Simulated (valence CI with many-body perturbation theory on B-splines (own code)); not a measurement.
## Tl⁷⁴⁺: calculated level list

Method: configuration interaction combined with many-body perturbation theory (CI+MBPT): five valence electrons over a frozen Dirac-Fock core [He], radial functions for each j: 9 s, 9 p, 8 d, 6 f, 3 g, 1 h, with the one-electron correlation potential Σ1 (screened to all orders), the two-electron term Σ2, the three-electron term Σ3, Breit, model QED; selected single and double excitations, second order for the rest (own B-spline code, finite nucleus).

The last digits are not significant, and no measured levels were compared; by estimate large intervals hold to a few tenths of a per cent, small ones and those within an open d or f shell to about a per cent. Among the levels kept, up to 1200 cm⁻¹ of a level comes from second order outside the variational space, and about a tenth of that is noise between levels of different J, which matters for small intervals.

Levels 1 to 45 of 76, with energies above the lowest level, (2s^2 2p1/2^2 2p3/2) J=3/2. "Leading %" is the weight of the configuration and term that name the level; weights of strongly mixed levels are sums over their largest components and can fall short. In the jj column 3d3/2^4 stands for four electrons in 3d with j = 3/2.

```
No.  Configuration  Term    J  E (Ry)  Leading %      g   Second component                      Leading jj
  1         2s²2p³   ²P°  3/2    0.00         49  1.301    27 % 2s²2p³ ²D°      2s^2 2p1/2^2 2p3/2 (100 %)
  2         2s²2p³   ⁴S°  3/2  156.21         56  1.427    44 % 2s²2p³ ²D°      2s^2 2p1/2 2p3/2^2 (100 %)
  3         2s²2p³   ²D°  5/2  157.89        100  1.153                         2s^2 2p1/2 2p3/2^2 (100 %)
  4         2s²2p³   ²P°  1/2  162.44        100  0.604                         2s^2 2p1/2 2p3/2^2 (100 %)
  5          2s2p⁴    ⁴P  5/2  185.72         69  1.430      31 % 2s2p⁴ ²D      2s 2p1/2^2 2p3/2^2 (100 %)
  6          2s2p⁴    ²S  1/2  194.61         65  1.972      25 % 2s2p⁴ ⁴P      2s 2p1/2^2 2p3/2^2 (100 %)
  7          2s2p⁴    ²P  3/2  194.69         53  1.161      34 % 2s2p⁴ ²D      2s 2p1/2^2 2p3/2^2 (100 %)
  8         2s²2p³   ²P°  3/2  319.06         51  1.281    28 % 2s²2p³ ²D°             2s^2 2p3/2^3 (99 %)
  9          2s2p⁴    ⁴P  3/2  344.31         86  1.583      10 % 2s2p⁴ ²D        2s 2p1/2 2p3/2^3 (100 %)
 10          2s2p⁴    ²D  5/2  347.46         69  1.275      31 % 2s2p⁴ ⁴P        2s 2p1/2 2p3/2^3 (100 %)
 11          2s2p⁴    ²P  1/2  353.15         65  1.329      35 % 2s2p⁴ ⁴P        2s 2p1/2 2p3/2^3 (100 %)
 12          2s2p⁴    ²D  3/2  353.64         56  0.993      43 % 2s2p⁴ ²P        2s 2p1/2 2p3/2^3 (100 %)
 13            2p⁵   ²P°  3/2  386.20         99  1.291                             2p1/2^2 2p3/2^3 (99 %)
 14          2s2p⁴    ⁴P  1/2  510.98         41  1.887      34 % 2s2p⁴ ²S              2s 2p3/2^4 (100 %)
 15            2p⁵   ²P°  1/2  544.94        100  0.604                              2p1/2 2p3/2^4 (100 %)
 16       2s²2p²3s    ⁴P  1/2  775.58         46  1.983   32 % 2s²2p²3s ²S         2s^2 2p1/2^2 3s (100 %)
 17       2s²2p²3p   ²P°  1/2  784.56         47  0.640  38 % 2s²2p²3p ⁴D°      2s^2 2p1/2^2 3p1/2 (100 %)
 18       2s²2p²3p   ²P°  3/2  831.83         35  1.317  19 % 2s²2p²3p ⁴D°      2s^2 2p1/2^2 3p3/2 (100 %)
 19       2s²2p²3d    ²D  3/2  839.20         43  0.779   32 % 2s²2p²3d ⁴F      2s^2 2p1/2^2 3d3/2 (100 %)
 20       2s²2p²3d    ²D  5/2  851.71         37  1.184   18 % 2s²2p²3d ⁴D      2s^2 2p1/2^2 3d5/2 (100 %)
 21       2s²2p²3s    ⁴P  3/2  933.32         88  1.646   10 % 2s²2p²3s ²P     2s^2 2p1/2 2p3/2 3s (100 %)
 22       2s²2p²3s    ²P  1/2  934.17         67  1.287   33 % 2s²2p²3s ⁴P     2s^2 2p1/2 2p3/2 3s (100 %)
 23       2s²2p²3s    ²D  5/2  934.75         65  1.295   34 % 2s²2p²3s ⁴P     2s^2 2p1/2 2p3/2 3s (100 %)
 24       2s²2p²3s    ²D  3/2  935.34         64  0.940   35 % 2s²2p²3s ²P     2s^2 2p1/2 2p3/2 3s (100 %)
 25       2s²2p²3p   ⁴P°  1/2  942.15         49  1.725  28 % 2s²2p²3p ⁴D°  2s^2 2p1/2 2p3/2 3p1/2 (100 %)
 26       2s²2p²3p   ⁴D°  3/2  942.59         55  1.116  23 % 2s²2p²3p ²D°  2s^2 2p1/2 2p3/2 3p1/2 (100 %)
 27       2s²2p²3p   ²F°  5/2  943.54         50  1.030  30 % 2s²2p²3p ²D°  2s^2 2p1/2 2p3/2 3p1/2 (100 %)
 28       2s²2p²3p   ²P°  3/2  947.26         43  1.292  25 % 2s²2p²3p ²D°   2s^2 2p1/2 2p3/2 3p1/2 (99 %)
 29        2s2p³3s   ⁴P°  5/2  959.44         49  1.574   25 % 2s2p³3s ⁶S°      2s 2p1/2^2 2p3/2 3s (99 %)
 30        2s2p³3s   ²P°  3/2  961.88         35  1.407   23 % 2s2p³3s ⁴S°      2s 2p1/2^2 2p3/2 3s (99 %)
 31        2s2p³3s   ²P°  1/2  967.46         43  0.823   30 % 2s2p³3s ⁴D°      2s 2p1/2^2 2p3/2 3s (99 %)
 32        2s2p³3s   ²P°  3/2  968.26         39  1.365   20 % 2s2p³3s ⁴S°      2s 2p1/2^2 2p3/2 3s (99 %)
 33        2s2p³3p    ⁴P  3/2  969.20         30  1.640    20 % 2s2p³3p ⁶P  2s 2p1/2^2 2p3/2 3p1/2 (100 %)
 34        2s2p³3p    ²D  5/2  969.22         27  1.311    19 % 2s2p³3p ⁴D  2s 2p1/2^2 2p3/2 3p1/2 (100 %)
 35        2s2p³3p    ²P  1/2  976.44         36  1.258    19 % 2s2p³3p ⁴P  2s 2p1/2^2 2p3/2 3p1/2 (100 %)
 36        2s2p³3p    ²D  3/2  976.53         36  0.955    21 % 2s2p³3p ⁴F  2s 2p1/2^2 2p3/2 3p1/2 (100 %)
 37       2s²2p²3p   ⁴D°  5/2  988.69         52  1.400  34 % 2s²2p²3p ⁴P°  2s^2 2p1/2 2p3/2 3p3/2 (100 %)
 38       2s²2p²3p   ²P°  1/2  989.03         37  1.548  30 % 2s²2p²3p ⁴P°  2s^2 2p1/2 2p3/2 3p3/2 (100 %)
 39       2s²2p²3p   ²D°  3/2  989.41         53  1.109  19 % 2s²2p²3p ⁴P°  2s^2 2p1/2 2p3/2 3p3/2 (100 %)
 40       2s²2p²3p   ²F°  7/2  989.85         65  1.206  34 % 2s²2p²3p ⁴D°  2s^2 2p1/2 2p3/2 3p3/2 (100 %)
 41       2s²2p²3p   ⁴S°  3/2  991.63         33  1.408  28 % 2s²2p²3p ²P°   2s^2 2p1/2 2p3/2 3p3/2 (99 %)
 42       2s²2p²3p   ²D°  5/2  992.28         67  1.166  15 % 2s²2p²3p ²F°  2s^2 2p1/2 2p3/2 3p3/2 (100 %)
 43       2s²2p²3p   ²P°  1/2  994.25         87  0.613   8 % 2s²2p²3p ⁴D°  2s^2 2p1/2 2p3/2 3p3/2 (100 %)
 44       2s²2p²3d    ⁴F  3/2  997.20         43  0.916   26 % 2s²2p²3d ²P  2s^2 2p1/2 2p3/2 3d3/2 (100 %)
 45       2s²2p²3d    ⁴F  5/2  997.26         52  0.947   39 % 2s²2p²3d ²F  2s^2 2p1/2 2p3/2 3d3/2 (100 %)
```

The ionisation energy to 2s²2p² ³P0 of the next ion comes out as 20215 eV (NIST: 20210 ± 90 eV (theoretical)). All 76 levels together are meant to be complete up to 1037.68 Ry.
